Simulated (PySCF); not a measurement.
# Correlation energy of B+ (boron, charge +1)

[He] 2s1 2p1, 2s spin antiparallel (an excited configuration). Computed with PySCF 2.14 in dyall-acv3z (15s9p4d2f, 76 functions), with the spin-free X2C one-electron Hamiltonian (Gaussian nucleus). Frozen: 1s2; 2 electrons correlated; the 18 highest virtual orbitals of each spin left out.

Total MP2 correlation energy: -31.48 mhartree.

Same-spin part 0.00 and opposite-spin part -31.48 mhartree; SCS-MP2 scales them by 1/3 and 6/5 to -37.78 mhartree.
